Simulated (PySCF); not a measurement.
## Spin states and ions at one geometry of WOBr3

PySCF 2.14.0, UKS PBE, W def2-SVP with ECP60, O def2-SVP, Br def2-SVP; non-relativistic Hamiltonian with scalar-relativistic core potentials where named; density fitting; no spin-orbit coupling; singlets restricted, open shells unrestricted. The geometry is relaxed for charge 0, doublet, vacuum:

```xyz
5

W     0.2585    0.0000    0.2556
O     1.5373    0.0000    1.3768
Br    0.6678    1.8359   -1.2886
Br   -1.9967    0.0000    1.1559
Br    0.6678   -1.8359   -1.2886
```

Energies count from the relaxed state; an electron taken off or put on is at rest in vacuum. Charges and spins are Mulliken's.

```
                     state  energy (eV)  spin squared  charge on W1 (e)  spin on W1 (e)  dipole about the centre of mass (D)
 charge 0, doublet, vacuum         0.00          0.75              0.70            0.84                                 1.22
 charge 0, quartet, vacuum         3.22          3.76              0.56            1.69                                 1.77
charge +1, triplet, vacuum        10.16          2.00              0.78            0.79                                 1.84
charge -1, singlet, vacuum        -1.33          0.00              0.41            0.00                                 1.74
charge -1, triplet, vacuum        -1.77          2.01              0.47            1.72                                 0.86
```

Task: What does the state charge +1, singlet, vacuum give?

Result: energy (eV) 7.79, spin squared 0.00, charge on W1 (e) 0.86, spin on W1 (e) 0.00, dipole about the centre of mass (D) 1.34.

With an electron taken off (singlet, the lower of the two states computed) the charges change, summed by element, by W +0.16 e, O +0.10 e, Br +0.74 e. The vertical ionisation energy is 7.79 eV, against −ε(HOMO) = 5.05 eV over both spins of the relaxed state. The level lies 2.7 eV too high, as is usual for semilocal functionals and global hybrids, which keep a self-interaction error.

With an electron put on (triplet, the lower of the two states computed) the charges change, summed by element, by W -0.23 e, O -0.11 e, Br -0.66 e. The vertical electron affinity is 1.77 eV, against −ε(LUMO) = 4.49 eV over both spins of the relaxed state. The basis has no diffuse functions, which an added electron needs. The added electron's level lies above zero.

Open shells may have lower solutions than those found. A restricted singlet can lie too high where a spin-broken solution exists, which wasn't tested: charge -1, singlet, vacuum.
